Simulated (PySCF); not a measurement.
Electron correlation in Pt⁺ (platinum, charge +1)

[Xe] 4f14 5d9, 2D determinant. All numbers are calculated (PySCF 2.14, the spin-free X2C one-electron Hamiltonian (Gaussian nucleus), in x2c-TZVPPall). Frozen: [Kr] 4d10 4f14; 17 electrons correlated.

```
  level  correlation energy (mhartree)
   CCSD                        -466.88
    (T)                         -14.26
CCSD(T)                        -481.14
```

Diagnostics: T1 = 0.014, D1 = 0.0696, largest double amplitude 0.041.

Is a single reference adequate?

Yes, within this model without spin-orbit coupling: T1 lies below 0.03 and no double amplitude reaches 0.07.

This basis was not built for core-valence correlation, so the inner-shell part is incomplete.
